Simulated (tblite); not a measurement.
Species: C₆H₇F₂ (doublet state).
Atom-mapped SMILES: `[F:1][CH:2]([F:3])[C:4]12[CH2:5][C:6]([CH2:7]1)[CH2:8]2` (hydrogens: H9 on C2; H10, H11 on C5; H12, H13 on C7; H14, H15 on C8)

Structure optimised with GFN2-xTB, isolated species. This method treats the open shell by occupation alone, without spin polarisation.

(1) Give the optimised bond lengths and angles.

Answers

(1) 
```json
{"bond": "F1–C2, C2–F3", "length (pm)": "135.4"}
{"bond": "C2–C4", "length (pm)": "151.5"}
{"bond": "C4–C5, C4–C7, C4–C8", "length (pm)": "153.7"}
{"bond": "C5–C6, C6–C7, C6–C8", "length (pm)": "153.6"}
{"bond": "C2–H9", "length (pm)": "110.2"}
{"bond": "C5–H10 and 5 like bonds", "length (pm)": "108.5"}
```

Bonds in one row agree within 1 pm and their mean is given. A selection of angles:
```json
{"angle": "F1–C2–F3", "degrees": "106.4"}
{"angle": "F1–C2–C4", "degrees": "110.7"}
{"angle": "F1–C2–H9", "degrees": "108.0"}
{"angle": "C4–C2–H9", "degrees": "112.8"}
{"angle": "C2–C4–C5", "degrees": "125.1"}
{"angle": "C5–C4–C7", "degrees": "90.1"}
{"angle": "C4–C5–C6", "degrees": "70.3"}
{"angle": "C4–C5–H10", "degrees": "116.8"}
{"angle": "C6–C5–H10", "degrees": "117.4"}
{"angle": "H10–C5–H11", "degrees": "112.2"}
{"angle": "C5–C6–C7", "degrees": "90.2"}
```

Torsions: F1–C2–C4–C5 -179° (antiperiplanar); C2–C4–C5–C6 180° (antiperiplanar); C4–C5–C6–C7 -45° (synclinal); C5–C6–C7–C4 45° (synclinal); C5–C6–C8–C4 -45° (synclinal); C2–C4–C7–C6 180° (antiperiplanar); C2–C4–C8–C6 180° (antiperiplanar).

The 4-membered ring C4–C5–C6–C8 has internal angles of 70.3° to 90.2°; it is puckered, 0.31 Å rms from its mean plane, widest ring torsion 45°. The 4-membered ring C4–C5–C6–C7 has internal angles of 70.3° to 90.2° (sum 321°, against 360° for a flat polygon); it is puckered, 0.31 Å rms from its mean plane, widest ring torsion 45°. The 7 C–C bonds span 1.515 Å (C2–C4, drawn single) to 1.538 Å (C4–C7, drawn single), a spread of 0.023 Å. The 4-membered ring C4–C7–C6–C8 has internal angles of 70.3° to 90.2° (sum 321°, against 360° for a flat polygon); it is puckered, 0.31 Å rms from its mean plane, widest ring torsion 45°. Of the pairs four or more bonds apart, H10···H13 is among the closest relative to their van der Waals radii: 2.32 Å, 97 % of the sum of Bondi's values. C6 (carbon bonded to 3 C) is pyramidal (angles 90.2°, 90.2° and 90.1°, sum 270.5°, 0.88 Å off the plane of its three neighbours).

Point group: Cs (every atom within 0.08 Å of its image). Its GFN2-xTB frequencies are all real (lowest 46 cm⁻¹).

One conformer stands for the species.

The numbers are calculated, not measured.
